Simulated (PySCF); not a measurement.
Correlation energy of Se (selenium, neutral)

[Ar] 3d10 4s2 4p4, high-spin 3P determinant. All numbers are calculated (PySCF 2.14, the non-relativistic Hamiltonian (point nucleus), in def2-SVP (5s4p3d, 32 functions)). Frozen: [Ar] 3d10; 6 electrons correlated.

MP2 pair energies summed by pair of shells (mhartree):

```json
{"pair": "4p-4p", "energy": "-35.13", "share (%)": "47.2"}
{"pair": "4s-4p", "energy": "-32.60", "share (%)": "43.8"}
{"pair": "4s-4s", "energy": "-6.63", "share (%)": "8.9"}
```

Total MP2 correlation energy: -74.37 mhartree.

Same-spin part -18.22 and opposite-spin part -56.14 mhartree; SCS-MP2 scales them by 1/3 and 6/5 to -73.45 mhartree.

```json
{"level": "CCSD", "correlation energy (mhartree)": "-90.45"}
{"level": "(T)", "correlation energy (mhartree)": "-1.20"}
{"level": "CCSD(T)", "correlation energy (mhartree)": "-91.65"}
```

Diagnostics: T1 = 0.0068, D1 = 0.0223, largest double amplitude 0.054.

Cost of the coupled-cluster step: 0.08 s of wall time on 1 thread of Intel(R) Xeon(R) 6975P-C (shared host), for 6 correlated electrons.
